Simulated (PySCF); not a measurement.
Input file for PySCF: R-B3LYP/6-31G* on CHN (SMILES C#N).

```python
from pyscf import gto, scf, dft, mp
from pyscf.data.elements import chemcore

mol = gto.M(
    atom='''
    C     0.28375139   -0.33623757    3.77287694
    N     0.42247213   -0.43631576    4.90671018
    H     0.15435704   -0.24267668    2.71300230
    ''',
    basis='6-31g*',
    cart=True,
    charge=0, spin=0, verbose=3, max_memory=1800)
mf = dft.RKS(mol, xc='b3lyp')
mf.conv_tol = 1e-8
mf.max_cycle = 100
mf.kernel()
if not mf.converged:
    mf = mf.newton().run(mf.mo_coeff, mf.mo_occ)
```

The log:

```
converged SCF energy = -93.4223589799329
```

The calculation finished and met its thresholds.

Cost: around 0.7 core-seconds (rough).
